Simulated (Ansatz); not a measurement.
Torsional profile of SMILES C=CC1CCCCC1 (C8H14), singlet. Scanned: dihedral C1–C2–C3–C4; all other coordinates were relaxed at B3LYP-D3(BJ)/def2-SVP.

Geometry of the scan point at -75° (Å):
```
22

C      2.9788     0.3763     1.3124
C      2.1571    -0.0427     0.3467
C      0.6549     0.1187     0.3521
C     -0.0195    -0.8732     1.3243
C     -1.5438    -0.7236     1.3270
C     -2.1266    -0.8555    -0.0839
C     -1.4701     0.1361    -1.0501
C      0.0539    -0.0126    -1.0558
H      4.0553     0.1891     1.2730
H      2.6061     0.9344     2.1785
H      2.5785    -0.6067    -0.4962
H      0.4217     1.1344     0.7249
H      0.3894    -0.7268     2.3367
H      0.2518    -1.9028     1.0259
H     -1.8082     0.2692     1.7355
H     -1.9967    -1.4684     2.0025
H     -1.9566    -1.8845    -0.4510
H     -3.2191    -0.7077    -0.0644
H     -1.7324     1.1661    -0.7457
H     -1.8691     0.0027    -2.0693
H      0.5130     0.7310    -1.7286
H      0.3219    -1.0065    -1.4609
```

Computed with CCSD(T) on RHF/cc-pVDZ, frozen core // B3LYP-D3(BJ)/def2-SVP in Ansatz (a quantum-chemistry and plane-wave program).

Scanned values (°): -165, -135, -105, -75, -45, -15, 15, 45, 75, 105, 135, 165.

Question: Locate the minima and the barriers on this grid.

Answer: Lower than their neighbours: -105° (0.0 kcal/mol), 15° (0.6 kcal/mol), 135° (0.7 kcal/mol). Higher than their neighbours: -45° (2.1 kcal/mol), 75° (1.9 kcal/mol), 165° (2.0 kcal/mol). The whole profile spans 2.1 kcal/mol.
